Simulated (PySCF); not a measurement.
Species: C₅H₅ClF (doublet state).
Numbering: `[H]/[C:1]=[C:2]1/[C@@H:3]([CH3:4])[C@:5]1([F:6])[Cl:7]` (hydrogens: H8 on C1; H9 on C3; H10, H11, H12 on C4)

Geometry (GFN2-xTB, Å), atoms numbered from 1 in this order:
```xyz
12
C5H5ClF angstrom
C      2.0770   -0.9193   -0.0858
C      1.0305   -0.2322   -0.2291
C     -0.4430   -0.1205   -0.4250
C     -1.3794   -0.5960    0.6603
C      0.3476    1.1358   -0.2297
F      0.2585    1.7903    0.9529
Cl     0.6192    2.2555   -1.5467
H      3.1230   -0.8754    0.0759
H     -0.7945   -0.2942   -1.4369
H     -0.9662   -0.3815    1.6426
H     -1.5304   -1.6690    0.5700
H     -2.3409   -0.0941    0.5695
```

Method used: PySCF, UKS B3LYP, pcH-1 on C Cl F H, non-relativistic, mean-field spin-orbit, GIAO. Geometry: GFN2-xTB; no solvent, vibrations or thermal averaging. The geometry wasn't refined by DFT: couplings that depend on bond lengths, twists or pyramidal angles can differ widely from those at the functional's own minimum. The SCF solution wasn't tested for stability.

(1) The isotropic 13C couplings are +229.6, +139.9, +54.4, -28.6, -3.2 MHz. Assign them to C1; C2; C3; C4; C5.

(2) Match the computed a_iso(1H) values +15.9, +3.7, -3.3 MHz (means over equivalent nuclei) with the sites H8; H9; H10/H11/H12.

## Answers

(1) 
```
site  a_iso (MHz)  ρ(0) (bohr⁻³)                 position  distance from C1 (Å)  spin population  largest |T| (MHz)
  C1       +229.6        +0.2043  largest spin population                  0.00            +0.93              128.6
  C2        -28.6        -0.0255           1 bond from C1                  1.26            -0.20               17.6
  C3        +54.4        +0.0484          2 bonds from C1                  2.67            +0.08               17.6
  C4         -3.2        -0.0028          3 bonds from C1                  3.55             0.00                1.3
  C5       +139.9        +0.1244          2 bonds from C1                  2.69            +0.17               36.2
```

(2) 
```json
{"site": "H8", "a_iso (MHz)": "+15.9", "ρ(0) (bohr⁻³)": "+0.0036", "position": "1 bond from C1", "distance from C1 (Å)": "1.06", "bound to": "C1", "spin population there": "+0.93", "largest |T| (MHz)": "35.0"}
{"site": "H9", "a_iso (MHz)": "-3.3", "ρ(0) (bohr⁻³)": "-0.0007", "position": "3 bonds from C1", "distance from C1 (Å)": "3.23", "bound to": "C3", "spin population there": "+0.08", "largest |T| (MHz)": "5.4"}
{"site": "H10/H11/H12", "a_iso (MHz)": "+3.7", "ρ(0) (bohr⁻³)": "+0.0008", "position": "4 bonds from C1", "distance from C1 (Å)": "3.94", "bound to": "C4", "spin population there": "0.00", "largest |T| (MHz)": "2.5"}
```

ρ(0) is the spin density at the nucleus and T the dipolar tensor; a_iso includes a spin–orbit part; entries for several nuclei are means. The largest Mulliken spin populations are on C1 (+0.93), C2 (-0.20), C5 (+0.17) and C3 (+0.08). The positive populations add up to 1.21 and the negative ones to -0.21, together 2S = 1.

Class means assume fast exchange of nuclei equivalent by connectivity; if that motion is slow, each nucleus keeps its own coupling. The three 1H nuclei of mean +3.7 MHz run from -0.6 to 9.2 MHz in the frozen geometry.
